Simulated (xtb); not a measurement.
xtb input (GFN2-xTB):

```bash
xtb mol.xyz --gfn 2 --ohess tight --chrg -1 --uhf 0
```
mol.xyz:
```
7

C     -1.25802858    -0.35676849     0.07044619
Si     0.61171831    -0.06773798     0.01229378
Cl     1.45453855    -1.20491742    -1.37297791
Cl     1.06325435     1.89784416    -0.47333074
Cl     1.51547160    -0.51124435     1.80307687
H     -1.69855086     0.28144165     0.81492042
H     -1.69453779    -0.06588530    -0.89728396
```

Output:

```
           -------------------------------------------------
          |                Calculation Setup                |
           -------------------------------------------------

           -------------------------------------------------
          |                 G F N 2 - x T B                 |
           -------------------------------------------------

        Reference                      10.1021/acs.jctc.8b01176
      * Hamiltonian:
        H0-scaling (s, p, d)           1.850000    2.230000    2.230000
        zeta-weighting                 0.500000
      * Dispersion:
        s8                             2.700000
        a1                             0.520000
        a2                             5.000000
        s9                             5.000000
      * Repulsion:
        kExp                           1.500000    1.000000
        rExp                           1.000000
      * Coulomb:
        alpha                          2.000000
        third order                    shell-resolved
        anisotropic                    true
        a3                             3.000000
        a5                             4.000000
        cn-shift                       1.200000
        cn-exp                         4.000000
        max-rad                        5.000000

          ...................................................
          :                      SETUP                      :
          :.................................................:
          :  # basis functions                  46          :
          :  # atomic orbitals                  42          :
          :  # shells                           16          :
          :  # electrons                        32          :
          :  max. iterations                   250          :
          :  Hamiltonian                  GFN2-xTB          :
          :  restarted?                      false          :
          :  GBSA solvation                  false          :
          :  PC potential                    false          :
          :  electronic temp.          300.0000000     K    :
          :  accuracy                    1.0000000          :
          :  -> integral cutoff          0.2500000E+02      :
          :  -> integral neglect         0.1000000E-07      :
          :  -> SCF convergence          0.1000000E-05 Eh   :
          :  -> wf. convergence          0.1000000E-03 e    :
          :  Broyden damping             0.4000000          :
          :  net charge                         -1          :
          :  unpaired electrons                  0          :
          ...................................................

 iter      E             dE          RMSdq      gap      omega  full diag
   1    -18.6841014 -0.186841E+02  0.876E+00    5.47       0.0  T
   2    -18.7530738 -0.689724E-01  0.104E+01    2.68       1.0  T
   3    -18.8712110 -0.118137E+00  0.747E+00    3.37       1.0  T
   4    -18.8082616  0.629495E-01  0.509E+00    2.73       1.0  T
   5    -18.8816215 -0.733599E-01  0.198E+00    3.43       1.0  T
   6    -18.8914397 -0.981823E-02  0.242E-01    3.89       1.0  T
[...]

     #   Z          #   Z                                           value/Å
     1   6 C        2  14 Si                                      1.7764843
     2  14 Si       3  17 Cl                                      2.0866623
     2  14 Si       5  17 Cl                                      2.0869871 (max)
     1   6 C        6   1 H                                       1.0834612 (min)
     1   6 C        7   1 H                                       1.0839452

 * 3 distinct bonds (by element types)

   Z      Z             #   av. dist./Å        max./Å        min./Å
   1 H    6 C           2     1.0837032     1.0839452     1.0834612
Molecule has the following symmetry elements: (sigma)
It seems to be the Cs point group
   6 C   14 Si          1     1.7764843     1.7764843     1.7764843
  14 Si  17 Cl          2     2.0868247     2.0869871     2.0866623

           -------------------------------------------------
          |               Frequency Printout                |
           -------------------------------------------------
 projected vibrational frequencies (cm⁻¹)
eigval :       -0.00    -0.00     0.00     0.00     0.00     0.00
eigval :      109.07   123.44   182.39   185.87   187.50   270.44
eigval :      275.89   365.97   393.70   614.14   859.73  1031.90
eigval :     1458.45  3002.94  3015.85
 reduced masses (amu)
   1: 32.01   2: 33.36   3: 34.49   4: 34.09   5: 27.63   6: 25.45   7: 30.02   8: 30.18
   9: 29.41  10: 20.33  11: 26.24  12:  4.03  13: 29.35  14: 30.52  15: 29.37  16:  3.30
  17:  3.51  18: 15.59  19:  2.97  20:  1.54  21:  2.03
 IR intensities (km·mol⁻¹)
   1:  5.77   2:  3.18   3:  1.57   4:  3.22   5:  3.25   6:  2.38   7:  0.87   8:  0.01
   9: 12.34  10: 31.18  11: 13.92  12: 19.19  13:118.82  14: 40.34  15: 71.65  16: 72.53
  17:104.95  18:150.52  19:  4.99  20: 58.75  21: 89.50
 Raman intensities (Ä⁴*amu⁻¹)
   1:  0.00   2:  0.00   3:  0.00   4:  0.00   5:  0.00   6:  0.00   7:  0.00   8:  0.00
   9:  0.00  10:  0.00  11:  0.00  12:  0.00  13:  0.00  14:  0.00  15:  0.00  16:  0.00
  17:  0.00  18:  0.00  19:  0.00  20:  0.00  21:  0.00
 output can be read by thermo (or use thermo option).
 writing <g98.out> molden fake output.
 recommended (thermochemical) frequency scaling factor: 1.0
           -------------------------------------------------
          |             Thermodynamic Functions             |
           -------------------------------------------------

cs  symmetry found (for desy threshold:  0.10E+00) used in thermo

          ...................................................
          :                      SETUP                      :
          :.................................................:
          :  # frequencies                          15      :
          :  # imaginary freq.                       0      :
          :  linear?                             false      :
          :  only rotor calc.                    false      :
          :  symmetry                               cs      :
          :  rotational number                       1      :
          :  scaling factor                  1.0000000      :
          :  rotor cutoff                   50.0000000 cm⁻¹ :
          :  imag. cutoff                  -20.0000000 cm⁻¹ :
          :.................................................:

    mode    ω/cm⁻¹     T·S(HO)/kcal·mol⁻¹    T·S(FR)/kcal·mol⁻¹   T·S(vib)
   ------------------------------------------------------------------------
       1    109.07    -0.97953 ( 95.77%)    -0.82535 (  4.23%)    -0.97301
       2    123.44    -0.90808 ( 97.38%)    -0.78869 (  2.62%)    -0.90495
       3    182.39    -0.68687 ( 99.44%)    -0.67309 (  0.56%)    -0.68680
       4    185.87    -0.67639 ( 99.48%)    -0.66749 (  0.52%)    -0.67634
       5    187.50    -0.67157 ( 99.50%)    -0.66492 (  0.50%)    -0.67153
       6    270.44    -0.47507 ( 99.88%)    -0.55643 (  0.12%)    -0.47516
       7    275.89    -0.46483 ( 99.89%)    -0.55052 (  0.11%)    -0.46492
   ------------------------------------------------------------------------

   temp. (K)  partition function   enthalpy   heat capacity  entropy
                                   cal/mol     cal/K/mol   cal/K/mol   J/K/mol
 298.15  VIB   75.3                 3127.248     17.833     19.046
         ROT  0.441E+06              888.752      2.981     28.808
         INT  0.332E+08             4016.000     20.814     47.854
         TR   0.175E+28             1481.254      4.968     40.878
         TOT                        5497.2538    25.7819    88.7315   371.2526

       T/K    H(0)-H(T)+PV         H(T)/Eh          T*S/Eh         G(T)/Eh
   ------------------------------------------------------------------------
    298.15    0.876043E-02    0.362745E-01    0.421592E-01   -0.588472E-02
Note: The following floating-point exceptions are signalling: IEEE_UNDERFLOW_FLAG IEEE_DENORMAL
normal termination of xtb
   ------------------------------------------------------------------------

         :::::::::::::::::::::::::::::::::::::::::::::::::::::
         ::                  THERMODYNAMIC                  ::
         :::::::::::::::::::::::::::::::::::::::::::::::::::::
         :: total free energy         -18.851509915892 Eh   ::
         ::.................................................::
         :: total energy              -18.845625192063 Eh   ::
         :: zero point energy           0.027514044781 Eh   ::
         :: G(RRHO) w/o ZPVE           -0.033398768610 Eh   ::
         :: G(RRHO) contrib.           -0.005884723829 Eh   ::
         :::::::::::::::::::::::::::::::::::::::::::::::::::::

optimized geometry written to: xtbopt.xyz

           -------------------------------------------------
          | TOTAL ENERGY              -18.845625192063 Eh   |
          | TOTAL ENTHALPY            -18.809350715661 Eh   |
          | TOTAL FREE ENERGY         -18.851509915892 Eh   |
          | GRADIENT NORM               0.000528903366 Eh/α |
          | HOMO-LUMO GAP               4.210203754878 eV   |
           -------------------------------------------------

------------------------------------------------------------------------
------------------------------------------------------------------------
 total:
 SCF:
 ANC optimizer:
 analytical hessian:
```

It need not be the lowest isomer of its formula. Whether it binds its extra electron was not tested at this geometry.
